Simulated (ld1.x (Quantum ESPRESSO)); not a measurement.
Before and after: TM semilocal potential for erbium

```
Element                 : erbium (Er)
Generator               : ld1.x (Quantum ESPRESSO) 7.5
Type                    : norm-conserving Troullier–Martins (semilocal form)
Functional              : PBEsol
Relativity              : scalar-relativistic
Frozen core             : [Kr] 4d10
Valence charge          : 22
Reference configuration : 4f12 5s2 5p6 5d0 6s1.75 6p0 (charge +0.25)
Partial waves           : 5s (bound): rc 1.30 bohr; 5p (bound): rc 1.55 bohr; 4f (bound): rc 1.30 bohr; 5d (bound, empty): rc 3.20 bohr
Local potential         : the d channel
Core correction         : none
```

Occupied shells without a wave of their own: 6s. They enter only through the test configuration that unscreens the potential.

Change: all radii scaled by about 1.26 (s 1.64, p 1.96, d 4.02, f 1.64 bohr).

Cutoffs: the cutoffs (Ry, on a coarse ladder) from which the occupation-weighted sum of valence levels, in a spherical-Bessel basis at the reference potential, stays within 10 and 1 mRy of its value at 400 Ry; they do not see the model core or the augmentation charge, which bear on the density cutoff. Errors are all-electron minus pseudo energies relative to the spin-unpolarised reference configuration.

Question: What does the change do?

Answer: The miss of the reference levels goes from 0.04 to 0.26 eV; the number of tests that count goes from 6 to 5; of the 5 tests that both files solve, the error grows in 4 and shrinks in 0 by more than 15 % and 0.3 meV (median size 162.0 → 371.9 meV); neither file shows a bound ghost at the reference potential, the only one tested. More of the atom is replaced by a form fitted at one configuration, so other configurations suffer. A semilocal file is local in each channel, so a ghost entry of none says nothing of the separable form that plane-wave codes build from it.

```csv
quantity,base,changed
"cutoff, loose",260 Ry,180 Ry
"cutoff, tight",over 300 Ry,260 Ry
loose cutoff by channel (10 mRy a level),"s 70 Ry, p 35 Ry, f 230 Ry","s 45 Ry, p 15 Ry, f 140 Ry"
bound ghosts,none,none
"largest miss of a reference level, eV",0.04,0.26
"tests counted (converged, no solver errors)",6 of 7,5 of 7
"error for 4f12 5s2 5p6 5d0 6s2 6p0, meV [ΔE -1.12 eV]",+10,+60
"error for 4f12 5s2 5p6 5d0 6s1 6p0, meV [ΔE 5.28 eV]",-40,-245
"error for 4f11 5s2 5p6 5d1 6s1 6p0, meV [ΔE 10.76 eV]",-162,-372
"error for 4f11 5s2 5p6 5d0 6s0 6p0, meV [ΔE 43.37 eV]",-233,-1178
"error for 4f12 5s2 5p6 5d0 6s1 6p1, meV [ΔE 1.70 eV]",-3606,-3811
```

Base: Tests not counted: 4f13 5s2 5p6 5d0 6s0 6p0 (pseudo-atom not self-consistent, printed error -3033 eV). These tests converged, but a pseudo level misses the all-electron one widely, so the file describes the atom poorly there or has found another state: 4f12 5s2 5p6 5d0 6s1 6p1: 5p by 5.1 eV. ld1.x printed “convergence not achieved” for 5 of the counted tests; their residual had stalled under 1e-8, short of the target of 1e-14. The 6s level has no wave, so the channel is fitted at the deeper level alone: the likely source of the large errors. Changed file: Tests not counted: 4f12 5s2 5p6 5d0 6s0 6p0 (pseudo-atom not self-consistent, printed error -3104 eV); 4f13 5s2 5p6 5d0 6s0 6p0 (pseudo-atom not self-consistent, printed error -4068 eV). These tests converged, but a pseudo level misses the all-electron one widely, so the file describes the atom poorly there or has found another state: 4f12 5s2 5p6 5d0 6s1 6p1: 4f by 5.3 eV. ld1.x printed “convergence not achieved” for 4 of the counted tests; their residual had stalled under 1e-8, short of the target of 1e-14. The 6s level has no wave, so the channel is fitted at the deeper level alone: the likely source of the large errors.
